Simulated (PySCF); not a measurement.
# Computed vibrations of Tm(CH3)2

Tm(CH3)2 (singlet in the valence; each metal's 4f electrons, 13 of them, lie in its core potential, out of spins and levels). PySCF 2.14.0, RKS PBE0, Tm lcecp-0-SVP with ECP59, C def2-SVP, H def2-SVP; non-relativistic Hamiltonian with scalar-relativistic core potentials where named; density fitting; no spin-orbit coupling. Central differences of gradients.

```xyz
9

Tm    0.0000    0.0000   -0.2117
C     2.1029    0.0000    1.1379
H     3.0603    0.0000    0.5821
H     2.1317    0.8831    1.8064
H     2.1317   -0.8831    1.8064
C    -2.1029    0.0000    1.1379
H    -3.0603    0.0000    0.5821
H    -2.1317   -0.8831    1.8064
H    -2.1317    0.8831    1.8064
```

Run from Python with OMP_NUM_THREADS=2. Where DIIS fails, smearing, a level shift and second-order steps follow.
It took 49 s on 2 threads of Arm Neoverse V2, on a shared host.

Q: What are the harmonic wavenumbers and infrared intensities?

A: Modes are labelled in C2v; negative numbers are unstable modes, those under 60 cm⁻¹ near the noise; a finer grid moves soft modes by up to 10 cm⁻¹.
| cm⁻¹ | km/mol | symmetry |
| --- | --- | --- |
| 34 | 2.5 | b2 |
| 36 | 0.0 | a2 |
| 72 | 3.9 | a1 |
| 336 | 4.6 | b1 |
| 359 | 4.5 | a1 |
| 375 | 0.0 | a2 |
| 381 | 113.1 | b1 |
| 402 | 155.0 | b2 |
| 438 | 57.0 | a1 |
| 1079 | 7.1 | b1 |
| 1086 | 6.2 | a1 |
| 1412 | 0.0 | a2 |
| 1414 | 0.3 | b1 |
| 1416 | 0.1 | b2 |
| 1417 | 0.1 | a1 |
| 2993 | 71.4 | b1 |
| 2996 | 30.1 | a1 |
| 3087 | 0.0 | a2 |
| 3088 | 55.1 | b2 |
| 3093 | 26.6 | b1 |
| 3093 | 37.2 | a1 |

Q: Is this a minimum?

A: Yes, within the noise of the softest modes. Ideal gas at 298.15 K and 1 bar: S = 373.2 J/(mol K), Cp = 100.1 J/(mol K), H − H(0 K) = 21.9 kJ/mol (rigid rotor, harmonic modes, spin degeneracy alone, that of the 4f electrons in the core included; the modes under 60 cm⁻¹ make these uncertain).

An lcecp potential fixes the number of 4f electrons, so in runs with it no electron can move into or out of that shell.
